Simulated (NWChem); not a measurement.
System: CH$_{3}$N$_{2}$S, doublet; SMILES [NH]C(N)=S

The following NWChem deck was run.

```
start job
memory heap 200 mb stack 900 mb global 1100 mb
geometry units angstroms noautoz
  N      1.224426    -0.999962    -0.143466
  C      0.067456    -0.423924     0.026675
  N     -1.065492    -1.153014     0.099605
  S      0.020455     1.295328    -0.037495
  H      1.993863    -0.377813     0.111806
  H     -0.990445    -2.152532    -0.045133
  H     -1.954812    -0.702578    -0.062404
end
basis spherical
  * library def2-tzvp
end
dft
  odft
  mult 2
  xc xpbe96 cpbe96
  iterations 150
  mulliken
end
task dft gradient
```

Parts of the log:

```
             Northwest Computational Chemistry Package (NWChem) 7.3.0
             --------------------------------------------------------

 C1  symmetry detected

                             Geometry "geometry" -> ""
                             -------------------------

 Output coordinates in angstroms (scale by  1.889725989 to convert to a.u.)

  No.       Tag          Charge          X              Y              Z
 ---- ---------------- ---------- -------------- -------------- --------------
    1 N                    7.0000     1.27328436    -0.91092966    -0.04208956
    2 C                    6.0000     0.06986958    -0.41741624     0.04500055
    3 N                    7.0000    -1.01243228    -1.22281794     0.02467893
    4 S                   16.0000    -0.09048991     1.29541880    -0.00633458
    5 H                    1.0000     1.97664946    -0.24171863     0.27681574
    6 H                    1.0000    -0.85803731    -2.21269930    -0.12335638
    7 H                    1.0000    -1.91595565    -0.83155229    -0.20023503

 Effective nuclear repulsion energy (a.u.)     147.9794071716

  pbe96 is a nonlocal functional; adding pw91lda local functional.

                                 NWChem DFT Module
                                 -----------------

 Summary of "ao basis" -> "ao basis" (spherical)
 ------------------------------------------------------------------------------
       Tag                 Description            Shells   Functions and Types
 ---------------- ------------------------------  ------  ---------------------
 N                         def2-tzvp                11       31   5s3p2d1f
 C                         def2-tzvp                11       31   5s3p2d1f
 S                         def2-tzvp                13       37   5s5p2d1f
 H                         def2-tzvp                 4        6   3s1p

            General Information
            -------------------
          SCF calculation type: DFT
          Wavefunction type:  spin polarized.
          No. of atoms     :     7
          No. of electrons :    39
           Alpha electrons :    20
            Beta electrons :    19
          Charge           :     0
          Spin multiplicity:     2
          Use of symmetry is: off; symmetry adaption is: off
          Maximum number of iterations: 150
          AO basis - number of functions:   148
                     number of shells:    58
          Convergence on energy requested:  1.00D-06
          Convergence on density requested:  1.00D-05
          Convergence on gradient requested:  5.00D-04

              XC Information
              --------------
          PerdewBurkeErnzerhof Exchange Functional  1.000
            Perdew 1991 LDA Correlation Functional  1.000 local
           PerdewBurkeErnz. Correlation Functional  1.000 non-local

             Grid Information
             ----------------
          Grid used for XC integration:  medium
          Radial quadrature: Mura-Knowles
          Angular quadrature: Lebedev.
          Tag              B.-S. Rad. Rad. Pts. Rad. Cut. Ang. Pts.
          ---              ---------- --------- --------- ---------
          N                   0.65       49          10.0       434
          C                   0.70       49           8.0       434
          S                   1.00       88          11.0       590
          H                   0.35       45          11.0       434
          Grid pruning is: on
          Number of quadrature shells:   370
          Spatial weights used:  Erf1

      Superposition of Atomic Density Guess
      -------------------------------------

 Sum of atomic energies:        -545.27336077

      Non-variational initial energy
      ------------------------------

 Total energy =    -547.115683
 1-e energy   =   -1042.690066
 2-e energy   =     347.594975
 HOMO         =      -0.266794
 LUMO         =       0.048532

     ---------------------------------------------
      Total Density - Mulliken Population Analysis
     ---------------------------------------------

    Atom       Charge   Shell Charges
 -----------   ------   -------------------------------------------------------
    1 N    7     7.71   0.82  1.15  0.60  0.87  0.22  1.52  1.74  0.74  0.01  0.03  0.00
    2 C    6     5.38   0.86  1.12  0.53  0.54  0.06  0.96  0.92  0.17  0.04  0.16  0.02
    3 N    7     7.61   0.82  1.16  0.56  0.79  0.15  1.58  1.81  0.71  0.00  0.02  0.00
    4 S   16    16.24   2.01  0.49  1.48  1.10  0.80  4.18  1.69  0.87  2.27  1.30  0.02  0.04  0.01
    5 H    1     0.71   0.22  0.36  0.09  0.03
    6 H    1     0.68   0.22  0.34  0.09  0.03
    7 H    1     0.68   0.22  0.34  0.08  0.03

     --------------------------------------------
      Spin Density - Mulliken Population Analysis
     --------------------------------------------

[...]

                         DFT ENERGY GRADIENTS

    atom               coordinates                        gradient
                 x          y          z           x          y          z
   1 N       2.406159  -1.721407  -0.079538   -0.006230   0.001794   0.001095
   2 C       0.132034  -0.788802   0.085039    0.005910  -0.003255   0.000850
   3 N      -1.913220  -2.310791   0.046636    0.003210   0.002841  -0.001767
   4 S      -0.171001   2.447987  -0.011971   -0.000791  -0.003179   0.000128
   5 H       3.735326  -0.456782   0.523106   -0.004058  -0.000341  -0.001381
   6 H      -1.621455  -4.181395  -0.233110    0.000106   0.002608   0.000627
   7 H      -3.620631  -1.571406  -0.378389    0.001853  -0.000469   0.000448
```

Level: PBE/def2-TZVP, spin-unrestricted. Coordinates come from a PBE0/def2-SVP, spin-unrestricted optimisation. No stability test was run on the SCF state.
